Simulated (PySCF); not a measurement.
**Molecular orbitals of CBr**

r²SCANh at R = 1.822 Å; C def2-SVP, Br def2-SVP; no relativity (PySCF 2.14). State: ²Π (doublet), unpaired electrons π ↑. Only the outer orbitals are listed, counted within each symmetry.

```json
{"spin": "α", "orbital": "8σ", "occ.": "1", "ε (eV)": "-23.30", "on C (%)": "19", "main shells (%)": "78 Br s, 14 C s"}
{"spin": "α", "orbital": "9σ", "occ.": "1", "ε (eV)": "-15.84", "on C (%)": "52", "main shells (%)": "51 C s, 27 Br p, 20 Br s"}
{"spin": "α", "orbital": "4π", "occ.": "1", "ε (eV)": "-10.14", "on C (%)": "27", "main shells (%)": "73 Br p, 26 C p"}
{"spin": "α", "orbital": "4π", "occ.": "1", "ε (eV)": "-9.91", "on C (%)": "15", "main shells (%)": "85 Br p, 15 C p"}
{"spin": "α", "orbital": "10σ", "occ.": "1", "ε (eV)": "-9.16", "on C (%)": "66", "main shells (%)": "34 Br p, 33 C s, 32 C p"}
{"spin": "α", "orbital": "5π", "occ.": "1", "ε (eV)": "-5.98", "on C (%)": "71", "main shells (%)": "71 C p, 27 Br p"}
{"spin": "α", "orbital": "5π", "occ.": "0", "ε (eV)": "-3.97", "on C (%)": "82", "main shells (%)": "82 C p, 15 Br p"}
{"spin": "α", "orbital": "11σ", "occ.": "0", "ε (eV)": "0.36", "on C (%)": "46", "main shells (%)": "48 C p, 41 Br p, 12 Br d"}
{"spin": "α", "orbital": "12σ", "occ.": "0", "ε (eV)": "7.50", "on C (%)": "22", "main shells (%)": "71 Br s, 16 C s"}
{"spin": "β", "orbital": "8σ", "occ.": "1", "ε (eV)": "-23.05", "on C (%)": "14", "main shells (%)": "82 Br s, 10 C s"}
{"spin": "β", "orbital": "9σ", "occ.": "1", "ε (eV)": "-14.85", "on C (%)": "46", "main shells (%)": "43 C s, 38 Br p, 16 Br s"}
{"spin": "β", "orbital": "4π", "occ.": "1", "ε (eV)": "-9.87", "on C (%)": "13", "main shells (%)": "87 Br p, 13 C p"}
{"spin": "β", "orbital": "4π", "occ.": "1", "ε (eV)": "-9.38", "on C (%)": "8", "main shells (%)": "91 Br p, 8 C p"}
{"spin": "β", "orbital": "10σ", "occ.": "1", "ε (eV)": "-8.46", "on C (%)": "73", "main shells (%)": "41 C s, 32 C p, 27 Br p"}
{"spin": "β", "orbital": "5π", "occ.": "0", "ε (eV)": "-3.53", "on C (%)": "83", "main shells (%)": "83 C p, 14 Br p"}
{"spin": "β", "orbital": "5π", "occ.": "0", "ε (eV)": "-1.90", "on C (%)": "87", "main shells (%)": "87 C p, 9 Br p"}
{"spin": "β", "orbital": "11σ", "occ.": "0", "ε (eV)": "0.87", "on C (%)": "48", "main shells (%)": "48 C p, 38 Br p, 13 Br d"}
```

**Question.** Which are the highest filled and the lowest empty level, where do they sit, and how wide is the gap?

**Answer.** Highest filled α 5π at -5.98 eV (in %: 71 C p, 27 Br p); lowest empty α 5π at -3.97 eV (in %: 82 C p, 15 Br p); the gap at r²SCANh is 2.01 eV. Both belong to one degenerate shell, split only by its one-sided filling, so this is no excitation gap.

| Quantity | Value |
| --- | --- |
| bond order (Mayer) | 1.49 |
| ⟨S²⟩ | 0.755 |
| charge on C (Mulliken, basis-dependent) | -0.04 |
| charge on C (Löwdin, basis-dependent) | -0.22 |
| dipole moment (positive dipole means C(−)Br(+)) | 1.59 D |

Spin–orbit coupling is left out. The state is the lowest determinant that a PBE0 search found; another state may lie lower at other levels.
